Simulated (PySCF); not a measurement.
Isomers of CH6OSi2. Isolated molecules, 0 K electronic values unless said otherwise. One relaxed conformer stands for each flexible species; it need not be the lowest. Strings in code marks are SMILES.

Computed with PBE-D3(BJ)/def2-TZVP // B3LYP-D3(BJ)/def2-TZVP (PySCF). All candidates: neutral, multiplicity 1. Excitations are Tamm–Dancoff values on a coarser integration grid. The basis has no diffuse functions, so Rydberg states are missing or too high.

| Property | Result |
|---|---|
| S1 excitation (TDA) | 4.30 eV |
| T1 excitation (TDA) | 2.48 eV |
| brightest of the four lowest singlets (TDA) | 5.23 eV |

Task: Which member has these values?
(A) `[SiH3][Si@@H]1CO1`
(B) `O=C[SiH2][SiH3]` (O–C–Si–Si torsion 94°)
(C) `C=[SiH][SiH2]O` (C–Si–Si–O torsion -11°, Si–Si–O–H torsion -47°)
(D) `O=C([SiH3])[SiH3]`

Result: C, `C=[SiH][SiH2]O` (C–Si–Si–O torsion -11°, Si–Si–O–H torsion -47°). The others give `O=C[SiH2][SiH3]` (O–C–Si–Si torsion 94°): 3.10 eV, 2.37 eV, 5.20 eV; `[SiH3][Si@@H]1CO1`: 4.82 eV, 4.12 eV, 5.25 eV; `O=C([SiH3])[SiH3]`: 2.48 eV, 1.75 eV, 4.69 eV
